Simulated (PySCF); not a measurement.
**`CC(C)[SiH3]` (C3H10Si): bond dissociation enthalpies at several levels**

Numbering: `[CH3:1][CH:2]([CH3:3])[SiH3:4]`

All levels share the PBE0-D3(BJ)/def2-SVP structures and the GFN2-xTB thermal terms; only the single-point energies (PySCF) change. Values are bond dissociation enthalpies (298 K, kJ/mol).

At M06/def2-SV(P) (grid 1):
| quantity | value |
| --- | --- |
| C2–Si4 | 330 |
| C1–C2 | 353 |
| Si4–H | 388 |
| C2–H | 370 |
| C1–H | 402 |

Q: What does M06-2X/def2-TZVP give?

A: C2–Si4: 332 (change 1); C1–C2: 352 (change -1); Si4–H: 376 (change -12); C2–H: 385 (change 15); C1–H: 408 (change 6).

Known limits: def2-SV(P) is a small basis, whose errors can reach tens of kJ/mol; the order of C1–C2 and C2–H, of C2–H and Si4–H, of Si4–H and C1–H is undecided: the gaps lie inside the method's error (some 20 kJ/mol, one structure a species).

Differences come from unrounded values, so a last digit can differ from that of the printed terms.
